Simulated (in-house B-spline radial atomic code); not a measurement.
Atomic self-consistent-field run: the tantalum ion Ta⁸⁺ (with a hole in an inner shell). Method: Dirac-Hartree-Fock, average of the jj configuration, Fermi nucleus of rms radius 5.3507 fm. Calculated with an all-electron radial atomic-structure program (B-spline basis).

In the input, a minus or plus after the letter marks the j = l - 1/2 or j = l + 1/2 subshell.

Command:
```bash
python run_scf.py task.json out
```
Settings (nuclear radius in fm, mass in u):
```
Z                73
configuration    1s2 2s2 2p6 3s2 3p6 3d10 4s2 4p-2 4p+3 4d10 4f13 5s1 5p6
hamiltonian      dirac
method           hf
spin_polarised   False
nucleus          fermi
rms_radius       5.3507
atomic_mass      180.948
speed_of_light   137.035999084
```

Output (hartree, bohr):
```
 radial grid: 66 intervals, B-splines of order 8, outer radius 16.6667 bohr

 iter        energy (Eh)    residual
    1      -15526.930957    1.19e+00
    2      -15554.624646    1.59e+00
    3      -15581.950807    3.17e-01
    4      -15583.137478    1.01e-01
    5      -15583.211130    1.99e-02
    6      -15583.215902    1.56e-02
    7      -15583.218510    7.62e-04
    8      -15583.218516    2.44e-04
    9      -15583.218517    9.43e-06
   10      -15583.218517    2.06e-07

 total energy                    -15583.21852
 kinetic                           17484.6707
 electron-nucleus                 -38538.8211
 electron-electron                  5470.9319

 first-order corrections (not in the total)
   Gaunt                            18.2932
   retardation                      -1.9341
   frequency dependence             -0.3088
   self-energy                      13.2849
   Uehling                          -2.4565
   Wichmann-Kroll                    0.0956
   recoil                            0.0293

 orbital      occ     eigenvalue          <r>       <r^2>       <1/r>     <1/r^3>       r_max    small
 1s1/2      2.000     -2498.6935    0.0186621 0.000478676     85.3944           -     0.01168  7.56e-02
 2s1/2      2.000      -438.7629    0.0782814  0.00730765      20.758           -     0.06699  1.71e-02
 2p1/2      2.000      -418.6713    0.0649419  0.00524452     20.6816           -     0.04999  1.71e-02
 2p3/2      4.000      -371.8573    0.0727462  0.00644358     17.4899     15539.1     0.05668  1.55e-02
 3s1/2      2.000      -106.8373     0.203789   0.0476265     7.63245           -      0.1886  5.64e-03
 3p1/2      2.000       -97.9561     0.194023   0.0438761     7.53593           -      0.1769  5.57e-03
 3p3/2      4.000       -87.6845     0.208599   0.0505273     6.71027     3509.72      0.1906  5.10e-03
 3d3/2      4.000       -72.8986     0.182908   0.0393124      6.5902     602.998      0.1497  4.97e-03
 3d5/2      6.000       -70.6817     0.187346   0.0411124     6.39525     516.114      0.1535  4.84e-03
 4s1/2      2.000       -26.8976      0.45744     0.23619     3.18974           -      0.4288  1.83e-03
 4p1/2      2.000       -23.3035     0.462699    0.243508     3.08435           -      0.4292  1.75e-03
 4p3/2      3.000       -20.9209     0.495683    0.279918     2.80732      810.02      0.4577  1.58e-03
 4d3/2      4.000       -14.7708     0.510226    0.301072     2.60197     122.823       0.455  1.40e-03
 4d5/2      6.000       -14.2444     0.521241    0.314037     2.53349      103.14      0.4642  1.35e-03
 4f5/2      5.571        -6.6258     0.574074    0.398778     2.14313      19.785      0.4322  1.01e-03
 4f7/2      7.429        -6.5175     0.581505    0.409304     2.11584     18.9413       0.437  9.87e-04
 5s1/2      1.000        -7.7012      1.03729      1.1995     1.29732           -      0.9616  4.52e-04
 5p1/2      2.000        -6.2724      1.10984     1.37778     1.19794           -       1.017  3.96e-04
 5p3/2      4.000        -5.8253      1.17748     1.55182     1.12216     147.253       1.085  3.69e-04

 Slater integrals (Eh)
   F0(4p1/2,4p1/2)               1.940281
   F0(4p1/2,4p3/2)               1.871786
   G2(4p1/2,4p3/2)               0.959252
   F0(4p1/2,4f5/2)               1.739016
   G2(4p1/2,4f5/2)               0.753977
   F0(4p1/2,4f7/2)               1.726354
   G4(4p1/2,4f7/2)               0.518800
   F0(4p1/2,5s1/2)               1.069880
   G1(4p1/2,5s1/2)               0.080314
   F0(4p3/2,4p3/2)               1.811796
   F2(4p3/2,4p3/2)               0.946045
   F0(4p3/2,4f5/2)               1.686658
   F2(4p3/2,4f5/2)               0.839439
   G2(4p3/2,4f5/2)               0.723620
   G4(4p3/2,4f5/2)               0.506059
   F0(4p3/2,4f7/2)               1.675163
   F2(4p3/2,4f7/2)               0.833622
   G2(4p3/2,4f7/2)               0.720400
   G4(4p3/2,4f7/2)               0.503443
   F0(4p3/2,5s1/2)               1.059381
   G1(4p3/2,5s1/2)               0.087382
   F0(4f5/2,4f5/2)               1.591815
   F2(4f5/2,4f5/2)               0.787232
   F4(4f5/2,4f5/2)               0.500507
   (list cut)
```

Run time, properties included: 1.1 s on 1 thread of Arm Neoverse V2, with other jobs on the host.

For the Dirac Hamiltonian the kinetic term is c α·p + (β - 1)c².
